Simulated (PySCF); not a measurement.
Stepwise substitution at one centre (B Br-I). All species are isolated molecules in the gas phase. Strings in code marks are SMILES.

Computed with PBE-D3(BJ)/def2-TZVP // B3LYP-D3(BJ)/def2-TZVP (PySCF). Excitations are Tamm–Dancoff values on a coarser integration grid. The basis has no diffuse functions, so Rydberg states are missing or too high.

```
species                                T1 excitation (TDA) (eV)  brightest of the four lowest singlets (TDA) (eV)  HOMO (eV)  S1 oscillator strength
-------------------------------------  ------------------------  ------------------------------------------------  ---------  ----------------------
0 of 3 Br replaced by I (`BrB(Br)Br`)                      3.98                                                 …      -7.03                   0.000
1 of 3 Br replaced by I                                    3.47                                              4.69          …                   0.000
2 of 3 Br replaced by I (`BrB(I)I`)                        3.17                                              4.38      -6.42                       …
3 of 3 Br replaced by I                                    2.94                                              4.28      -6.27                       …
```

Task: Some entries are withheld; supply them.

Result: 
- 0 of 3 Br replaced by I (`BrB(Br)Br`), brightest of the four lowest singlets (TDA) (eV): 5.54
- 1 of 3 Br replaced by I, HOMO (eV): -6.62
- 2 of 3 Br replaced by I (`BrB(I)I`), S1 oscillator strength: 0.000
- 3 of 3 Br replaced by I, S1 oscillator strength: 0.000
